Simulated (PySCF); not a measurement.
C8H9O (doublet state).
Structure used (GFN2-xTB), in Å, numbered top down from 1:
```
atom  x, y, z in Å
C1     2.6133   -0.2135   -0.4608
C2     1.4856   -0.8047    0.3527
O3     1.6761   -1.7376    1.1028
C4     0.1363   -0.2010    0.2082
C5    -0.1202    0.8224   -0.6101
C6    -1.4865    1.4348   -0.7843
C7    -2.4882    0.5420   -0.1992
C8    -2.3218   -0.4719    0.5904
C9    -0.9223   -0.8502    1.0559
H10    3.5236   -0.7708   -0.2548
H11    2.3875   -0.2777   -1.5224
H12    2.7640    0.8302   -0.1954
H13    0.6515    1.2577   -1.2282
H14   -1.6713    1.5970   -1.8514
H15   -1.5183    2.4186   -0.3013
H16   -3.1270   -1.0846    0.9642
H17   -0.7982   -1.9360    1.0212
H18   -0.7929   -0.5483    2.1009
```

The hyperfine couplings belong to this conformer and change with its torsions.

As a line formula: `CC(=O)C1=CC[C]=CC1` [radical].

Theory: UKS B3LYP, pcH-1 on C H O, non-relativistic, mean-field spin-orbit, GIAO in PySCF 2.14.0. The structure is a single GFN2-xTB conformer in the gas phase; no vibrational or solvent corrections. Couplings are sensitive to structure, and on GFN2-xTB geometries they can be far from those on DFT ones. The SCF solution wasn't tested for stability.

(1) Predict the first-order ENDOR lines of C9, C5, C6, C4, C8, C2, H16, H14/H15, H13 and H17/H18 under fast tumbling at B = 340.5 mT (X band).

(2) Which pairs are centred on the nuclear Larmor frequency, and which on half the coupling?

(3) At what field would the lower line of C2 fall to zero frequency?

Answers

(1) ν± = |νn ± a/2|, one line for each electron-spin manifold; νn = |g_N| × 7.62259 MHz/T × B.

```json
{"nuclei": "C9", "isotope": "13C", "g_N": "1.4048", "νn (MHz)": "3.65", "a_iso (MHz)": "50.92", "lower line (MHz)": "21.81", "upper line (MHz)": "29.10"}
{"nuclei": "C5", "isotope": "13C", "g_N": "1.4048", "νn (MHz)": "3.65", "a_iso (MHz)": "44.15", "lower line (MHz)": "18.43", "upper line (MHz)": "25.72"}
{"nuclei": "C6", "isotope": "13C", "g_N": "1.4048", "νn (MHz)": "3.65", "a_iso (MHz)": "28.69", "lower line (MHz)": "10.70", "upper line (MHz)": "17.99"}
{"nuclei": "C4", "isotope": "13C", "g_N": "1.4048", "νn (MHz)": "3.65", "a_iso (MHz)": "-5.82", "lower line (MHz)": "0.73", "upper line (MHz)": "6.56"}
{"nuclei": "C8", "isotope": "13C", "g_N": "1.4048", "νn (MHz)": "3.65", "a_iso (MHz)": "5.59", "lower line (MHz)": "0.85", "upper line (MHz)": "6.44"}
{"nuclei": "C2", "isotope": "13C", "g_N": "1.4048", "νn (MHz)": "3.65", "a_iso (MHz)": "5.15", "lower line (MHz)": "1.07", "upper line (MHz)": "6.22"}
{"nuclei": "H16", "isotope": "1H", "g_N": "5.5857", "νn (MHz)": "14.50", "a_iso (MHz)": "83.76", "lower line (MHz)": "27.38", "upper line (MHz)": "56.38"}
{"nuclei": "H14/H15", "isotope": "1H", "g_N": "5.5857", "νn (MHz)": "14.50", "a_iso (MHz)": "19.56", "lower line (MHz)": "4.72", "upper line (MHz)": "24.28"}
{"nuclei": "H13", "isotope": "1H", "g_N": "5.5857", "νn (MHz)": "14.50", "a_iso (MHz)": "16.43", "lower line (MHz)": "6.28", "upper line (MHz)": "22.71"}
{"nuclei": "H17/H18", "isotope": "1H", "g_N": "5.5857", "νn (MHz)": "14.50", "a_iso (MHz)": "-5.99", "lower line (MHz)": "11.50", "upper line (MHz)": "17.49"}
```

The rows for 13C, of low natural abundance, apply to labelled samples.

(2) Centred on νn, since |a| < 2νn: C4, C8, C2, H14/H15, H13 and H17/H18. Centred on |a|/2 and split by 2νn: C9, C5, C6 and H16.

(3) Where νn = |a|/2, that is B = 2.58 MHz/(1.4048 × 7.62259 MHz/T) = 241 mT, as far as first order holds there.

Class means assume fast exchange of nuclei equivalent by connectivity; if that motion is slow, each nucleus keeps its own coupling. The 1H value of +19.6 MHz is a mean of couplings from 8.6 to 30.5 MHz in this one geometry, not an average over conformers. The 1H value of -6.0 MHz is a mean of couplings from -14.2 to 2.2 MHz in this one geometry, not an average over conformers.

On one thread of an Arm Neoverse V1 (shared host), this took 2.3 min (grids of density and orbitals included) and 1.1 GiB of memory at its peak.
